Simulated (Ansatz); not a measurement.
The cluster PbO₂H₂⁻. Charge -1, multiplicity 2. Geometry PBE0-D4/def2-TZVP, that of the neutral singlet; atoms count from 1.

```xyz
5

Pb   -0.8867    0.9329   -0.2572
O    -0.3394    0.4001    1.6657
O     0.4357   -0.4871   -1.0412
H     0.4690   -0.5452   -1.9994
H     0.3213   -0.3006    1.6321
```

In the def2 sets Pb takes a core potential; there is no spin–orbit coupling. The highest occupied level of the charge -1 doublet lies above zero (up to 1.37 eV). By energy differences its removal costs 0.38 eV (vertical, to the charge 0 singlet, at PBE0-D4/def2-TZVPD); a positive level beside a positive removal energy at the same level points to self-interaction error. The structure comes from a short search, and lower isomers may exist.

(1) Estimate the Mulliken populations from the PBE0/def2-TZVPD orbitals of Ansatz.

(2) Where does the spin sit?

(3) And the Mayer bond orders between bonded heavy atoms (over 0.3)?

## Answers

(1) 
```csv
atom,charge (e),spin (α − β)
Pb1,0.10,1.01
O2,-0.79,0.00
O3,-0.80,0.00
H4,0.22,-0.01
H5,0.27,0.00
```
Mulliken values and Mayer orders depend strongly on the basis. With diffuse functions, as here, like atoms can get unlike values, and bond orders can come out too low or too high.

(2) Summed by element: Pb 1.01, O 0.00, H -0.01, of 1 unpaired in all. Largest on single atoms: Pb1 1.01, H4 -0.01, H5 0.00.

(3) Pb1–O2 0.57 (2.07 Å); Pb1–O3 0.57 (2.09 Å).
